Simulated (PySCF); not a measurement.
Ta(S)(F)2(OH) (F₂HOSTa), SMILES [S]=[Ta]([F])([OH])[F], multiplicity 1.

Geometry: PBE0-D3(BJ)/def2-SVP. The multiplicity is an assumed one; other spin states were not compared. The def2 effective core potentials stand for the cores of Ta; spin–orbit coupling is left out. Other conformers were not sampled.

These are TDA-PBE/def2-SVPD run with PySCF values and carry that method's errors.

Vertical excitations. Isolated molecule, no solvent. State labels are in the subgroup Cs.

Problem. List the lowest excited states. (Estimate from the structure and the level; the computed values follow.)

Solution. 
| state | symmetry | energy (eV) | λ (nm) | f | main pairs |
|---|---|---|---|---|---|
| S1 | A" | 4.19 | 296 | 0.001 | HOMO→LUMO 90 % |
| S2 | A' | 4.47 | 277 | 0.002 | HOMO−1→LUMO 52 %, HOMO→LUMO+1 47 % |
| S3 | A" | 4.56 | 272 | 0.002 | HOMO−1→LUMO+1 90 % |
| S4 | A' | 5.02 | 247 | 0.024 | HOMO→LUMO+1 30 %, HOMO−1→LUMO 24 %, HOMO→LUMO+4 17 %, HOMO−1→LUMO+3 10 % |
| S5 | A' | 5.30 | 234 | 0.000 | HOMO−2→LUMO 88 % |
| S6 | A" | 5.37 | 231 | 0.000 | HOMO→LUMO+3 67 %, HOMO−2→LUMO+1 17 %, HOMO→LUMO+2 15 % |
| S7 | A" | 5.40 | 230 | 0.027 | HOMO→LUMO+2 63 %, HOMO→LUMO+3 27 % |
| S8 | A' | 5.49 | 226 | 0.022 | HOMO−1→LUMO+2 81 % |
| S9 | A" | 5.51 | 225 | 0.003 | HOMO−2→LUMO+1 66 %, HOMO−1→LUMO+4 15 %, HOMO→LUMO+2 13 % |
| S10 | A' | 5.61 | 221 | 0.012 | HOMO−1→LUMO+3 67 %, HOMO−1→LUMO+5 13 % |
| T1 | A' | 3.71 | 335 | 0 | HOMO−1→LUMO 75 %, HOMO→LUMO+1 22 % |
| T2 | A" | 3.88 | 319 | 0 | HOMO→LUMO 84 %, HOMO−1→LUMO+1 15 % |
| T3 | A' | 3.97 | 312 | 0 | HOMO→LUMO+1 76 %, HOMO−1→LUMO 23 % |
| T4 | A" | 4.29 | 289 | 0 | HOMO−1→LUMO+1 84 %, HOMO→LUMO 15 % |
Triplets are in the Tamm–Dancoff approximation.
